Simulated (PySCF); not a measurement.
SnOBr2, SMILES [O]=[Sn]([Br])[Br].

Coordinates come from a B3LYP-D3(BJ)/def2-SVP optimisation. The def2 effective core potentials stand for the cores of Sn; spin–orbit coupling is left out.

All values below come from PBE/def2-TZVP in PySCF.

Symmetry labels are those of the subgroup C2v that the program uses (full group C2v).

Computed valence orbital energies around the gap with their symmetry:
```tsv
orbital	symmetry	energy (eV)
HOMO−7	B2	-9.71
HOMO−6	A1	-9.11
HOMO−5	B1	-8.57
HOMO−4	A1	-8.08
HOMO−3	A2	-8.07
HOMO−2	B2	-7.85
HOMO−1	B1	-7.22
HOMO	B2	-6.85
LUMO	A1	-4.72
LUMO+1	B1	-3.40
LUMO+2	B2	-0.88
LUMO+3	A1	-0.09
```
